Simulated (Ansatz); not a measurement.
Isomers of CH7BSi2, relaxed with PBE0-D4/def2-TZVP in Ansatz; electronic energies, one conformer each and not always the lowest. Functionals use def2-TZVPP; CBS adds triple-zeta CCSD(T) − MP2 to the MP2 limit of def2-TZVPP and def2-QZVPP.

(1) Order them by energy at frozen-core CCSD(T)/CBS, lowest first. (Estimate.)
A. `CB1[SiH2][SiH2]1`
B. `[SiH3]C1B[SiH2]1`
C. `[SiH3]B1C[SiH2]1`
D. `B1[SiH2]C[SiH2]1`
E. `B1C[SiH2][SiH2]1`
F. `[SiH3][SiH]1BC1`
G. `BC1[SiH2][SiH2]1`

(2) How do MP2/CBS(def2), r2SCAN-D4, B3LYP-D4, B3LYP place them (kcal/mol, against `B1C[SiH2][SiH2]1`)? (Estimate.)

Results:

(1) E (0.0 kcal/mol), G (6.1 kcal/mol), D (10.4 kcal/mol), B (18.1 kcal/mol), A (19.7 kcal/mol), F (22.1 kcal/mol), C (24.1 kcal/mol).

(2) The calculation gave: 
```json
{"isomer": "`CB1[SiH2][SiH2]1`", "MP2/CBS(def2)": "20.7", "r2SCAN-D4": "19.6", "B3LYP-D4": "18.3", "B3LYP": "17.5"}
{"isomer": "`[SiH3][SiH]1BC1`", "MP2/CBS(def2)": "23.2", "r2SCAN-D4": "23.0", "B3LYP-D4": "20.5", "B3LYP": "19.6"}
{"isomer": "`[SiH3]C1B[SiH2]1`", "MP2/CBS(def2)": "17.7", "r2SCAN-D4": "20.7", "B3LYP-D4": "17.9", "B3LYP": "17.8"}
{"isomer": "`B1[SiH2]C[SiH2]1`", "MP2/CBS(def2)": "12.0", "r2SCAN-D4": "13.7", "B3LYP-D4": "10.6", "B3LYP": "10.5"}
{"isomer": "`[SiH3]B1C[SiH2]1`", "MP2/CBS(def2)": "25.0", "r2SCAN-D4": "25.7", "B3LYP-D4": "22.7", "B3LYP": "21.6"}
{"isomer": "`BC1[SiH2][SiH2]1`", "MP2/CBS(def2)": "5.4", "r2SCAN-D4": "7.7", "B3LYP-D4": "5.6", "B3LYP": "5.6"}
```

B3LYP here is the variant with VWN-RPA as its local correlation; programs differ in this.
